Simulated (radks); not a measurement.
Values are calculated unless marked as measured or tabulated.
La II, 56 electrons, occupied as [Xe] 5d1 4f1 (not the ground configuration). Code: a radial shooting solver on a logarithmic mesh with Libxc functionals. Model: Dirac Kohn-Sham, PBEsol, spin-unpolarised, spherical densities, finite nucleus; open shells fill j = l - 1/2 first; Fermi nuclear charge, rms radius 4.855 fm.

Unscreened Slater integrals over Kohn-Sham orbitals (eV). Large and small components are both included. Empty in this configuration: 5d5/2.

integral          value
F0(4f5/2,4f5/2)  18.250
F2(4f5/2,4f5/2)  7.9144
F4(4f5/2,4f5/2)  4.8372
F0(4f5/2,5d3/2)  9.9393
F2(4f5/2,5d3/2)  2.9587
G1(4f5/2,5d3/2)  2.3195
G3(4f5/2,5d3/2)  1.5525
F0(4f5/2,5p3/2)  14.266
F2(4f5/2,5p3/2)  5.5748
G2(4f5/2,5p3/2)  3.7350
G4(4f5/2,5p3/2)  2.6953
F0(4f5/2,5p1/2)  14.752
G2(4f5/2,5p1/2)  4.0345
F0(4f5/2,5d5/2)  9.7826
F2(4f5/2,5d5/2)  2.8714
F4(4f5/2,5d5/2)  1.5376
G1(4f5/2,5d5/2)  2.2284
G3(4f5/2,5d5/2)  1.4942
G5(4f5/2,5d5/2)  1.0704
F0(5d3/2,5d3/2)  7.9823
F2(5d3/2,5d3/2)  4.0339
F0(5d3/2,5p3/2)  9.5929
F2(5d3/2,5p3/2)  4.3527
G1(5d3/2,5p3/2)  4.9349
G3(5d3/2,5p3/2)  3.0161
F0(5d3/2,5p1/2)  9.7005
G1(5d3/2,5p1/2)  4.6364
F0(5d3/2,5d5/2)  7.9058
F2(5d3/2,5d5/2)  3.9930
G2(5d3/2,5d5/2)  3.9919
G4(5d3/2,5d5/2)  2.5905
F0(5p3/2,5p3/2)  12.933
F2(5p3/2,5p3/2)  6.9485
F0(5p3/2,5p1/2)  13.230
G2(5p3/2,5p1/2)  7.0653
F0(5p3/2,5d5/2)  9.4570
F2(5p3/2,5d5/2)  4.2384
G1(5p3/2,5d5/2)  4.7408
G3(5p3/2,5d5/2)  2.8987
F0(5p1/2,5p1/2)  13.556
F0(5p1/2,5d5/2)  9.5593
G3(5p1/2,5d5/2)  2.7211
F0(5d5/2,5d5/2)  7.8316
F2(5d5/2,5d5/2)  3.9552
F4(5d5/2,5d5/2)  2.5659
